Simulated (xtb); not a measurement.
thulium atom (Tm), doublet (GFN-xTB shapes and energies of metal compounds can be far from the true ones) (GFN-xTB holds the 4f electrons in the core, so unpaired electrons go into valence orbitals and the state isn't the physical one); GFN1-xTB in xtb 6.7.1.

Input for xtb:
```
$ xtb mol.xyz --gfn 1 --uhf 1 --json

# file mol.xyz
1

Tm     0.00000000     0.00000000     0.00000000
```

Output, abridged:

```
   ID    Z sym.   atoms
    1   69 Tm     1

           -------------------------------------------------
          |                Calculation Setup                |
           -------------------------------------------------

           -------------------------------------------------
          |                 G F N 1 - x T B                 |
           -------------------------------------------------

          ...................................................
          :                      SETUP                      :
          :.................................................:
          :  # basis functions                  10          :
          :  # atomic orbitals                   9          :
          :  # shells                            3          :
          :  # electrons                         3          :
          :  # halogen bonds                     0          :
          :  max. iterations                   250          :
          :  Hamiltonian                  GFN1-xTB          :
          :  restarted?                      false          :
          :  GBSA solvation                  false          :
          :  PC potential                    false          :
          :  electronic temp.          300.0000000     K    :
          :  accuracy                    1.0000000          :
          :  -> integral cutoff          0.2500000E+02      :
          :  -> integral neglect         0.1000000E-07      :
          :  -> SCF convergence          0.1000000E-05 Eh   :
          :  -> wf. convergence          0.2000000E-04 e    :
          :  Broyden damping             0.4000000          :
          :  net charge                          0          :
          :  unpaired electrons                  1          :
          ...................................................

 iter      E             dE          RMSdq      gap      omega  full diag
   1     -0.6099293 -0.609929E+00  0.164E-09    0.00       0.0  T
   2     -0.6099293  0.000000E+00  0.131E-09    0.00       0.0  T
   3     -0.6099293  0.000000E+00  0.101E-09    0.00       0.0  T

   *** convergence criteria satisfied after 3 iterations ***

         :::::::::::::::::::::::::::::::::::::::::::::::::::::
         ::                     SUMMARY                     ::
         :::::::::::::::::::::::::::::::::::::::::::::::::::::
         :: total energy              -0.609929296987 Eh    ::
         :: gradient norm              0.000000000000 Eh/a0 ::
         :: HOMO-LUMO gap              0.000000000000 eV    ::
         ::.................................................::
         :: SCC energy                -0.609929296987 Eh    ::
         :: -> electrostatic           0.000000000000 Eh    ::
         :: repulsion energy           0.000000000000 Eh    ::
         :: dispersion energy          0.000000000000 Eh    ::
         :: halogen bond corr.         0.000000000000 Eh    ::
         :: add. restraining           0.000000000000 Eh    ::
         :: total charge              -0.000000000083 e     ::
         :::::::::::::::::::::::::::::::::::::::::::::::::::::

           -------------------------------------------------
          |                Property Printout                |
           -------------------------------------------------

    * Orbital Energies and Occupations

         #    Occupation            Energy/Eh            Energy/eV
      -------------------------------------------------------------
         1        2.0000           -0.2289033              -6.2288
         2        0.2000           -0.1497457              -4.0748 (HOMO)
         3        0.2000           -0.1497457              -4.0748 (LUMO)
         4        0.2000           -0.1497457              -4.0748
         5        0.2000           -0.1497457              -4.0748
         6        0.2000           -0.1497457              -4.0748
         7                         -0.0092598              -0.2520
         8                         -0.0092598              -0.2520
         9                         -0.0092598              -0.2520
      -------------------------------------------------------------
                  HL-Gap            0.0000000 Eh            0.0000 eV
             Fermi-level           -0.1701936 Eh           -4.6312 eV

  Mulliken/CM5 charges         n(s)   n(p)   n(d)
     1Tm   -0.00000 -0.00000   2.000  0.000  1.000

Wiberg/Mayer (AO) data.
largest (>0.10) Wiberg bond orders for each atom

 ---------------------------------------------------------------------------
     #   Z sym  total        # sym  WBO       # sym  WBO       # sym  WBO
 ---------------------------------------------------------------------------
     1  69 Tm   0.000
 ---------------------------------------------------------------------------

 dipole moment from electron density (au)
     X       Y       Z
   0.0000   0.0000   0.0000  total (Debye):    0.000

           -------------------------------------------------
          | TOTAL ENERGY               -0.609929296987 Eh   |
          | GRADIENT NORM               0.000000000000 Eh/α |
          | HOMO-LUMO GAP               0.000000000000 eV   |
           -------------------------------------------------

normal termination of xtb
```
